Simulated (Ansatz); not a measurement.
Two isomers of C2H8Si2: A = `[SiH3]/C=C/[SiH3]`, B = `C=C([SiH3])[SiH3]`.

Gas-phase electronic energies from Ansatz, PBE0-D4/def2-TZVP geometries. CCSD(T)/CBS adds triple-zeta CCSD(T) − MP2 to the extrapolated MP2 energy (def2 sets, frozen cores). This one scheme is used for every species. Functionals use def2-TZVPP. B3LYP here is the variant with VWN-RPA as its local correlation; programs differ in this.

(1) Which is lower in electronic energy at CCSD(T)/CBS, and by how much? (Best estimate.)

(2) Give E(B) − E(A) in kJ/mol with CCSD(T)/def2-TZVPP, B3LYP-D4, B2PLYP, PBE0-D4, r2SCAN-D4, HF/def2-TZVPP, PBE-D4. (Estimate.)

Largest T1 diagnostic: 0.012.

Results:

(1) Ansatz gave: B, by 5.4 kJ/mol.

(2) Computed: CCSD(T)/def2-TZVPP -5.3, B3LYP-D4 -4.6, B2PLYP -3.1, PBE0-D4 -5.2, r2SCAN-D4 -4.3, HF/def2-TZVPP -1.6, PBE-D4 -4.6. None reverses the order clearly.

In def2-TZVPP, CCSD(T) changes the Hartree–Fock value by −3.8 kJ/mol (the triples alone add −0.8 kJ/mol) and MP2 by −5.4 kJ/mol. The D4 term adds −3.8 kJ/mol with B3LYP and −2.0 kJ/mol with PBE0; it sums over pairs of atoms, weighted by their polarisabilities, and B3LYP, whose exchange is more repulsive, gets the larger term.
